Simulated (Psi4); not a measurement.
Psi4 input (wB97X-D/6-311+G**):

```
memory 1500 MB

molecule {
0 1
C     1.59313510   -0.63906756   -0.11543434
C     1.43638359    0.92210247    0.21526977
C    -0.06425195    0.63991867    0.13555457
C     0.06425195   -0.63991867   -0.13555457
C    -1.43638359   -0.92210247   -0.21526977
C    -1.59313510    0.63906756    0.11543434
H     2.09495382   -0.84999760   -1.06186465
H     2.07230299   -1.22018753    0.67497161
H     1.85029781    1.58665927   -0.54570535
H     1.82764698    1.21646933    1.19113091
H    -1.82764698   -1.21646933   -1.19113091
H    -1.85029781   -1.58665927    0.54570535
H    -2.07230299    1.22018753   -0.67497161
H    -2.09495382    0.84999760    1.06186465
symmetry c1
no_reorient
no_com
}

set {
  basis 6-311+G**
  reference rks
  scf_type df
  df_basis_scf def2-universal-jkfit
  dft_radial_points 99
  dft_spherical_points 590
  e_convergence 1e-8
  d_convergence 1e-7
  maxiter 150
}

e = energy('wb97x-d')
print_out(f'\nFINAL {e:.10f} DIPOLE {variable("CURRENT DIPOLE")[0]:.6f} {variable("CURRENT DIPOLE")[1]:.6f} {variable("CURRENT DIPOLE")[2]:.6f}\n')
```

From the output:

```
      98A      1.318902    99A      1.340048   100A      1.359960
     101A      1.371851   102A      1.463874   103A      1.550677
     104A      1.575586   105A      1.601522   106A      1.619389
     107A      1.635021   108A      1.645319   109A      1.661661
     110A      1.688967   111A      1.712957   112A      1.718661
     113A      1.727079   114A      1.752143   115A      1.760396
     116A      1.853938   117A      1.857099   118A      1.866267
     119A      1.868612   120A      1.949893   121A      1.954178
     122A      1.961892   123A      1.982491   124A      2.005167
     125A      2.060464   126A      2.073857   127A      2.117254
     128A      2.137843   129A      2.196723   130A      2.212855
     131A      2.284773   132A      2.291494   133A      2.306403
     134A      2.353557   135A      2.356653   136A      2.466474
     137A      2.505224   138A      2.507629   139A      2.536089
     140A      2.552267   141A      2.567906   142A      2.660761
     143A      2.686668   144A      2.686812   145A      2.699477
     146A      2.718500   147A      2.745993   148A      2.776925
     149A      2.777642   150A      2.778981   151A      2.801171
     152A      2.803398   153A      2.943599   154A      3.007399
     155A      3.074702   156A      3.091408   157A      3.103268
     158A      3.109603   159A      3.120924   160A      3.203868
     161A      3.259473   162A      3.406398   163A      3.413209
     164A      3.445897   165A      3.664716   166A      3.715934
     167A      3.731679   168A      3.973651   169A      3.987666
     170A      4.029338   171A      4.105596   172A      4.257162
     173A      4.516902   174A      4.746736   175A     23.728517
     176A     24.019608   177A     24.022956   178A     24.028551
     179A     24.038192   180A     24.545159

    Final Occupation by Irrep:
              A
    DOCC [    22 ]
    NA   [    22 ]
    NB   [    22 ]

  @DF-RKS Final Energy:  -233.29777679610544

   => Energetics <=

    Nuclear Repulsion Energy =            220.1032400689100541
    One-Electron Energy =                -748.8576664642667993
    Two-Electron Energy =                 319.7103066894787844
    DFT Exchange-Correlation Energy =     -24.2477780466158066
    Empirical Dispersion Energy =          -0.0058790436116397
    VV10 Nonlocal Energy =                  0.0000000000000000
    Total Energy =                       -233.2977767961053814

Computation Completed

Properties will be evaluated at   0.000000,   0.000000,   0.000000 [a0]

Properties computed using the SCF density matrix

 Multipole Moments:

 ------------------------------------------------------------------------------------
     Multipole            Electronic (a.u.)      Nuclear  (a.u.)        Total (a.u.)
 ------------------------------------------------------------------------------------

 L = 1.  Multiply by 2.5417464519 to convert [e a0] to [Debye]
 Dipole X            :         -0.0000000           -0.0000000           -0.0000000
 Dipole Y            :          0.0000000            0.0000000            0.0000000
 Dipole Z            :         -0.0000000            0.0000000           -0.0000000
 Magnitude           :                                                    0.0000000

 ------------------------------------------------------------------------------------

FINAL -233.2977767961 DIPOLE -0.000000 0.000000 -0.000000

*** Psi4 exiting successfully. Buy a developer a beer!
```

The geometry given is a B3LYP-D3(BJ)/def2-TZVP minimum.
